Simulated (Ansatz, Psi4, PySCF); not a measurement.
B2O2, triplet (typed; the unrestricted solution is spin-contaminated), at a GFN2-xTB geometry (a higher spin typed on purpose: for a closed-shell molecule this is an excited state), atoms displaced at random by about 0.03 Å a coordinate. Base run: PySCF with HF/6-31G, gradient.

Input for PySCF:
```python
from pyscf import gto, scf

mol = gto.M(
    atom='''
O    -1.828650   -0.056965   -0.413499
B    -0.829759    0.060184    0.252692
B     0.804581   -0.014434   -0.269789
O     1.831545   -0.030188    0.404220
''',
    basis='6-31g',
    charge=0,
    spin=2,
    verbose=4,
)

mf = scf.UHF(mol)
mf.kernel()
g = mf.nuc_grad_method()
grad = g.kernel()
```

Programs used: Ansatz (a program for electronic structure), Psi4, PySCF; a row that names a program was run with it.

The coordinate followed is z of atom 4.

The base run was repeated with changes; each row names its change, and settings that it needs were set with it.

| change | dE/dx (Eh/bohr) | net force (Eh/bohr) |
|---|---|---|
| base | -0.024732 | 0.000000 |
| conv_tol = 1e-6 | -0.024664 | 0.000000 |
| finite difference step (bohr) = 0.2; conv_tol = 1e-11 | -0.025131 | - |
| finite difference step (bohr) = 1e-5; conv_tol = 1e-11 | -0.024730 | - |
| finite difference step (bohr) = 1e-3; conv_tol = 1e-11 | -0.024732 | - |
| density fitting = on | -0.024744 | 0.000000 |
| code = psi4 | -0.024784 | 0.000000 |
| finite difference step (bohr) = 1e-4; conv_tol = 1e-11 | -0.024732 | - |
| density fitting = on; auxbasis_response = off | -0.024585 | 0.000050 |
| conv_tol = 1e-4 | -0.024042 | 0.000000 |
| finite difference step (bohr) = 0.01; conv_tol = 1e-11 | -0.024733 | - |
| code = ansatz | -0.103191 | 0.000000 |

The net force is zero for an exact gradient.

Open shells are given as the SCF converged; they aren't shown to be the lowest states, and a large step between rows can be another state.
